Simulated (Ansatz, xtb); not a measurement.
Species: BiCl2 (charge 0, doublet). It need not be the lowest isomer of its formula. SMILES: [Bi]([Cl])[Cl]
Coordinates optimised at B3LYP-D3(BJ)/def2-TZVP (Ansatz, an electronic-structure program):
```xyz
3

Bi    -0.2594    -0.1405     0.3548
Cl    -0.2788     1.9807    -0.8842
Cl     1.5451    -1.2948    -0.8478
```
Charge 0, spin multiplicity 2.

Harmonic wavenumbers from GFN2-xTB (xtb, at its own minimum), cm⁻¹: 90, 286, 310.

### Question
Give the harmonic wavenumbers at B3LYP-D3(BJ)/def2-TZVP (Ansatz, finite differences of forces, unscaled).

### Answer
102, 315, 333 cm⁻¹. Zero-point energy 1.1 kcal/mol.

### Question
From these and the geometry, give the ideal-gas thermochemistry at 298.15 K and 1 atm (rigid rotor, harmonic oscillator).

### Answer
Point group C2v, rotational symmetry number 2. Rotational constants 3.787, 2.028, 1.321 GHz. S(trans) 42.79, S(rot) 26.47, S(vib) 6.00, S(elec, spin only) 1.38, S 76.6 cal/(mol K). H(298) - H(0) 3.32 kcal/mol; G - E(el) -18.5 kcal/mol.
